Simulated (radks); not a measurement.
Q: Ionisation of the thallium ion Tl3+, [Xe] 4f14 5d10, to [Xe] 4f14 5d9 as the strength of local exchange is varied. Calculated with a radial shooting solver on a logarithmic mesh with Libxc functionals: scalar-relativistic Kohn-Sham, Slater X-alpha exchange (alpha = 2/3 is LDA exchange), no correlation, spin-unpolarised, spherical densities, finite nucleus; Fermi nuclear charge, rms radius 5.4759 fm.

| alpha | E(Tl3+) (hartree) | exchange (hartree) | IE (eV) | -e of the level emptied (eV) | <r> of it (bohr) |
|---|---|---|---|---|---|
| 0.584 | -20174.6648 | -312.9433 | 48.427 | 41.098 (5d) | 1.365 |
| 0.595 | -20180.5953 | -318.9350 | 48.683 | 41.341 (5d) | 1.362 |
| 0.667 | -20219.4573 | -358.2423 | 50.382 | 42.950 (5d) | 1.347 |
| 0.753 | -20265.9775 | -405.3940 | 52.457 | 44.920 (5d) | 1.330 |
| 0.767 | -20273.5610 | -413.0906 | 52.800 | 45.246 (5d) | 1.327 |
| 0.844 | -20315.3227 | -455.5256 | 54.706 | 47.061 (5d) | 1.312 |
| x | -20247.5726 | -386.7264 | 51.631 | 44.135 (5d) | 1.337 |

Which alpha was used in the last row?

A: alpha = 0.719. NIST Atomic Spectra Database: 51.14 eV (measured). The Delta-SCF value meets it near alpha = 0.70. Spin polarisation and multiplet splitting are left out, so open shells lie too high by an amount that depends on their filling. Spin-orbit splitting is averaged out at the scalar-relativistic level.

Beside tabulated values, note that spin-unpolarised runs miss the spin-polarisation part of the exchange energy of open shells, and scalar-relativistic runs lack spin-orbit coupling.
